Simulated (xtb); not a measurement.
hexamethyldisiloxane (C₆H₁₈OSi₂), SMILES C[Si](C)(C)O[Si](C)(C)C. All values are semi-empirical tight-binding results from xtb (GFN2-xTB unless named), good for trends rather than for accurate numbers. The structure is a stationary point at GFN2-xTB. The values are those of a single conformer.

The geometry has at least one imaginary mode, so it is a saddle point at that level.

- point group as xtb finds it: C2
- orbital gap: 6.34 eV
- dipole moment: 0.37 D
- static polarisability (D4 model): 133.9 bohr³
- solvation energy, GFN2-xTB/ALPB(water): -1.0 kcal/mol
- solvation energy, GFN2-xTB/ALPB(methanol): -7.3 kcal/mol
